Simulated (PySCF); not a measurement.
# Static response to an electric field

C5H5NO.
Cartesian coordinates in Å at the GFN2-xTB level; atoms count from 1:
```xyz
12
C5H5NO angstrom
N      2.8628    0.7076   -0.6079
C      1.9267    0.1502   -0.2612
C      0.7242   -0.5148    0.1472
C     -0.4526   -0.4101   -0.8551
C     -1.2468    0.4404    0.1523
C     -0.1243    0.2892    1.1482
O      0.0544    0.6208    2.2771
H      0.9685   -1.5197    0.4985
H     -0.9066   -1.3701   -1.0881
H     -0.1995    0.1013   -1.7812
H     -2.1971    0.0286    0.4883
H     -1.4085    1.4759   -0.1441
```

Level: PBE0/def2-SVPD (PySCF), static field, nuclei fixed, core orbitals frozen in the response. The polarisability tensor in these axes (au):

```
x   71.49  2.72 -3.29
y    2.72 51.12  2.33
z   -3.29  2.33 61.03
```

**Question.** Diagonalise the tensor; give its mean and Δα, where Δα² is half the sum of the squared differences of the eigenvalues.

**Answer.** Principal values 50.05, 60.96 and 72.62 au; mean 61.21 au = 9.07 Å³ = 10.09 × 10⁻⁴⁰ C²·m²/J; Δα = 19.55 au (32 % of the mean).

**Question.** What is the dipole moment, and where does it point?

**Answer.** (-4.16, -2.38, -1.64) D, 5.07 D in size, pointing from the negative to the positive side. Measured along this direction, the outermost atoms are N1 at the negative end and H9 and H11 at the positive end.

**Question.** Form Σ f/ω² (atomic units) for the 6 lowest TDDFT singlets, given as eV and f, and set it beside the mean polarisability, which is this sum over all singlets: 4.24, 0.0005; 6.67, 0.0009; 6.82, 0.0189; 7.04, 0.0110; 7.16, 0.0110; 7.66, 0.0338.

**Answer.** They add up to 1.08 au, 1.8 % of the 61.21 au; the largest single term is 0.43 au, from the state at 7.66 eV. Terms in order: 0.02, 0.01, 0.30, 0.16, 0.16, 0.43 au. Higher excitations give the rest. The strengths listed sum to 0.076.

**Question.** Find the Langevin capture rate constant for H3O+ (19.018 u) meeting this molecule (95.037 u), k = 2.342 × 10⁻⁹ cm³/s × √(α in Å³ / reduced mass in u).

**Answer.** The reduced mass is 15.85 u, so k = 1.77 × 10⁻⁹ cm³/s. The formula leaves out the permanent dipole, which adds to the capture rate.

**Question.** Give the principal axes and the span of the nuclei along them.

**Answer.** Largest value along (0.96, 0.09, -0.25), where the nuclei span 5.21 Å; middle along (0.22, 0.28, 0.93), 3.99 Å; least along (-0.16, 0.95, -0.25), 3.40 Å. The response follows the extents in order.

Geometry: GFN2-xTB; no solvent, vibrations or thermal averaging.

These values come from a run that also computed excited states. Hardware: an Arm Neoverse V1 with one thread, no GPU, shared host with 64 logical CPUs at a one-minute load of 22. Cost: 21 s wall, 0.75 GiB resident at most.
